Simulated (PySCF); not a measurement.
Ge(All)(H)3 (C3H8Ge), SMILES C(=C)[CH2][GeH3]. Geometry optimised at PBE-D3(BJ)/def2-SVP. Other conformers were not sampled.

Computed equilibrium geometry at PBE-D3(BJ)/def2-SVP (PySCF confirms it by a frequency run) as bond lengths and angles (one conformer of several):
Atoms: Ge1 C2 C3 C4 H5 H6 H7 H8 H9 H10 H11 H12. Bond lengths (Å): Ge1–C2 1.990, Ge1–H5 1.554, Ge1–H6 1.551, Ge1–H7 1.553, C2–C3 1.495, C2–H8 1.109, C2–H9 1.110, C3–C4 1.347, C3–H10 1.106, C4–H11 1.103, C4–H12 1.101. Angles (°): C2–Ge1–H5 110.2, C2–Ge1–H6 109.4, C2–Ge1–H7 109.5, H5–Ge1–H6 109.5, H5–Ge1–H7 109.0, H6–Ge1–H7 109.0, Ge1–C2–C3 111.5, Ge1–C2–H8 107.4, Ge1–C2–H9 106.3, C3–C2–H8 111.8, C3–C2–H9 111.6, H8–C2–H9 107.9, C2–C3–C4 125.7, C2–C3–H10 115.8, C4–C3–H10 118.4, C3–C4–H11 121.5, C3–C4–H12 121.4, H11–C4–H12 117.1.
